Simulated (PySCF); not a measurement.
CH7F2NSi2, SMILES CN([SiH2]F)[SiH2]F.

Geometry optimised at r2SCAN-D4/def2-SVP. This is a generated structure with no PubChem entry under its InChIKey; it may be hypothetical. One conformer was computed; it need not be the lowest.

Method: TDDFT-PBE/def2-SVPD in PySCF 2.14.0.

Vertical excitations. The molecule is in vacuum.

Computed lowest excited states:
```csv
state,energy (eV),λ (nm),f,main pairs
S1,6.17,201,0.022,"HOMO→LUMO 85 %, HOMO→LUMO+1 13 %"
S2,6.37,195,0.040,"HOMO→LUMO+1 53 %, HOMO→LUMO+2 35 %, HOMO→LUMO 10 %"
S3,6.60,188,0.059,"HOMO→LUMO+2 63 %, HOMO→LUMO+1 30 %"
S4,6.96,178,0.006,HOMO→LUMO+3 97 %
S5,7.24,171,0.039,HOMO→LUMO+4 98 %
S6,7.42,167,0.003,HOMO→LUMO+5 99 %
S7,7.55,164,0.001,HOMO−1→LUMO 98 %
S8,7.61,163,0.003,HOMO→LUMO+6 96 %
S9,7.67,162,0.007,HOMO−1→LUMO+1 94 %
S10,7.71,161,0.020,HOMO→LUMO+7 91 %
T1,5.88,211,0,"HOMO→LUMO 64 %, HOMO→LUMO+1 32 %"
T2,6.01,206,0,"HOMO→LUMO+1 62 %, HOMO→LUMO 35 %"
T3,6.13,202,0,HOMO→LUMO+2 93 %
T4,6.73,184,0,HOMO→LUMO+3 98 %
```
Triplets are in the Tamm–Dancoff approximation, which puts them higher than full response would, so one can lie above its singlet here.
